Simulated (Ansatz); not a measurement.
Calculated with Ansatz (gas phase, PBE0-D4/def2-TZVP geometries, no zero-point term in ΔE). CBS: MP2 limit from def2 TZ/QZ plus the TZ coupled-cluster correction, frozen cores. This one scheme is used for every species. For Ge outer-core shells are correlated without core-valence functions, which leaves a few kJ/mol of doubt a bond. Scalar relativity is left out up to krypton.

Reaction (ligand exchange at a Ge–C bond): `F[CH]([SiH3])[GeH3]` + HCl → `[Cl][GeH3]` + `FC[SiH3]`

```tsv
species	CCSD/CBS(def2) energy (Eh)
`F[CH]([SiH3])[GeH3]`	-2507.18121
HCl	-460.37334
`[Cl][GeH3]`	-2537.70190
`FC[SiH3]`	-429.88738
```

Work out ΔE.

ΔE = (-2537.70190) + (-429.88738) − (-2507.18121) − (-460.37334) = -0.03473 Eh = -91.2 kJ/mol. CCSD(T)/CBS gives -87.7 kJ/mol.

Largest T1 diagnostic among the species: 0.012.

From PBE to PBE0 (25 % exact exchange), in def2-TZVPP and without D4, ΔE moves by −5.1 kJ/mol. In def2-TZVPP, CCSD(T) changes the Hartree–Fock value by +32.7 kJ/mol (the triples alone add +3.5 kJ/mol) and MP2 by +30.1 kJ/mol.
